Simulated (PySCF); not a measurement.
Delta-SCF ions had no search for a lower state. Excitations are Tamm–Dancoff values on a coarser integration grid. The basis has no diffuse functions, so Rydberg states are missing or too high.

**H3BS2, SMILES `SBS` (H–S–B–S torsion 0°, S–B–S–H torsion 0°) (charge 0, multiplicity 1)**

Computed with PBE-D3(BJ)/def2-TZVP // B3LYP-D3(BJ)/def2-TZVP (PySCF).

| Item | Result |
|---|---|
| HOMO | -6.49 eV |
| dipole moment | 1.52 D |
| HOMO–LUMO gap | 4.64 eV |
| LUMO | -1.85 eV |
| S1 excitation (TDA) | 5.55 eV |
| S1 oscillator strength | 0.000 |
| brightest of the four lowest singlets (TDA) | 5.69 eV |
| T1 excitation (TDA) | 4.28 eV |
| S1–T1 gap (TDA) | 1.27 eV |
| vertical ionisation energy (Delta-SCF) | 9.56 eV |
| total energy | -822.7397 Ha |
| cost | around 50 core-seconds (rough) |

```xyz
6

S      1.5885     0.2857     0.0139
B     -0.1429     0.7325     0.0301
S     -1.5796    -0.3313    -0.0152
H      1.4737    -1.0536    -0.0430
H     -0.3701     1.8964     0.0780
H     -0.9697    -1.5296    -0.0638
```
